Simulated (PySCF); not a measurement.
Correlation energy of Ar²⁺ (argon, charge +2)

[Ne] 3s1 3p4 3d1, one real determinant (an excited configuration). Computed with PySCF 2.14 in aug-cc-pVTZ-DK, with scalar relativity by spin-free X2C-1e. Frozen: [Ne]; 6 electrons correlated.

MP2 pair energies summed by pair of shells (mhartree):

```tsv
pair	energy	share (%)
3p-3p	-81.29	72.3
3p-3d	-19.71	17.5
3s-3p	-10.47	9.3
3s-3d	-0.94	0.8
```

Total MP2 correlation energy: -112.41 mhartree.

Same-spin part -31.21 and opposite-spin part -81.20 mhartree; SCS-MP2 scales them by 1/3 and 6/5 to -107.85 mhartree.

The reference is one real determinant that mixes LS terms of this configuration.
